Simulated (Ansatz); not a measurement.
Born–Oppenheimer molecular dynamics of BrF$_{2}$H$_{2}$NSi (7 atoms, charge 0, multiplicity 1). It starts at the highest image of a converged band. Of that band: Neighbouring images differ by up to 1.5 eV, so the band resolves the path poorly. A vibrational analysis at the climbing image gives one clearly imaginary mode, 114i cm⁻¹: a first-order saddle point.

These are results of UKS B3LYP-D4/def2-mTZVP (Ansatz 0.2.0), not measurements.

- ensemble: NVE (velocity Verlet)
- time step: 0.5 fs
- steps asked: 200
- starting velocities drawn for: 100 K
- seed: 10214

First frame:

```xyz
7
Properties=species:S:1:pos:R:3
Si -1.018 -0.148 -0.070
Br 2.215 0.577 1.630
N 0.477 -0.180 -0.655
H 1.319 0.025 0.160
F -2.333 0.239 -0.838
F -1.378 -0.543 1.393
H 0.718 0.029 -1.619
```

Problem. How far do the bonds stretch over the last three quarters of this one trajectory? (Pairs bonded in most of those frames.)

Solution. 
| bond | mean (Å) | spread (Å) | shortest | longest |
| --- | --- | --- | --- | --- |
| Si1–N3 | 1.597 | 0.011 | 1.57 | 1.62 |
| Si1–F5 | 1.574 | 0.009 | 1.56 | 1.59 |
| Si1–F6 | 1.561 | 0.014 | 1.54 | 1.58 |
| Br2–H4 | 1.728 | 0.135 | 1.52 | 1.94 |
| N3–H7 | 1.014 | 0.011 | 1.00 | 1.03 |

Pairs bonded in part of these frames only: Br2–H4 83 %, N3–H4 56 %.

Mean temperature of the second half: 72 K. The conserved energy stayed within 0.034 meV per atom of its start (net change 0.03 meV per atom), so the integration is sound. A run of 0.1 ps of so small a system gives no equilibrium averages. The orbitals were unrestricted but ended closed-shell.

Time of the run: 15 min on 4 threads of Arm Neoverse N1 (shared host), peak memory 0.43 GiB.
